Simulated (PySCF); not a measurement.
An unknown gives this computed stick spectrum. Level of theory: TDDFT CAM-B3LYP/def2-SVPD, vertical, gas phase, core orbitals frozen in the response (PySCF). Geometries: GFN2-xTB, one conformer each.

```csv
state,λ (nm),f
S1,226.1,0.0019
S2,201.3,0.027
S3,183.8,0.015
S4,174.8,0.019
S5,173.9,0.0049
S6,172.3,0.016
S7,170.8,0.015
S8,168.3,0.0045
```

Triplets computed (Tamm–Dancoff): 4.53, 5.07, 5.83 eV.

**Question.** Which structure fits? All have the formula C4H10OSSi.
A. `C=CCO[SiH2]SC`
B. `C=C[Si@@H](S)OCC`
C. `C(=C)(C)[Si@](O)(S)C`
D. `CC[Si]1(O)CSC1`
E. `C[C@H](S)C(=O)C[SiH3]`

**Answer.** A. Its S1 lies at 5.48 eV; the nearest of the others has S1 at 4.91 eV. S1 is HOMO→LUMO (67%), HOMO→LUMO+2 (9%). Löwdin shares by element: HOMO sulfur 71%, carbon 11% or more, silicon 9%; LUMO sulfur 23%, silicon 19%, carbon 7% or more, hydrogen 7% or more (atoms not listed hold the other 43%). At the same level the other candidates give, for their lowest levels:
- `C[C@H](S)C(=O)C[SiH3]`: 282 nm (f 0.003); 234 nm (f 0.009); 203 nm (f 0.037); 185 nm (f 0.009); 178 nm (f 0.029); T1 3.88 eV; HOMO -8.43, LUMO 0.09 eV
- `C=C(C)[Si@](C)(O)S`: 200 nm (f 0.031); 192 nm (f 0.012); 183 nm (f 0.038); 178 nm (f 0.087); 176 nm (f 0.337); T1 4.27 eV; HOMO -8.54, LUMO 0.72 eV
- `C=C[Si@@H](S)OCC`: 203 nm (f 0.062); 195 nm (f 0.002); 183 nm (f 0.018); 178 nm (f 0.119); 175 nm (f 0.075); T1 4.23 eV; HOMO -8.64, LUMO 0.42 eV
- `CC[Si]1(O)CSC1`: 252 nm (f 0.000); 215 nm (f 0.019); 211 nm (f 0.008); 189 nm (f 0.042); 186 nm (f 0.018); T1 4.49 eV; HOMO -7.60, LUMO 0.73 eV

Conformer computed: `[CH2:1]=[CH:2][CH2:3][O:4][SiH2:5][S:6][CH3:7]`: C1–C2–C3–O4 5°, C2–C3–O4–Si5 87°, C3–O4–Si5–S6 -167°, O4–Si5–S6–C7 -33°.

Without π bonds the low states are Rydberg-like; a valence basis with one diffuse set may place them up to an eV too high.
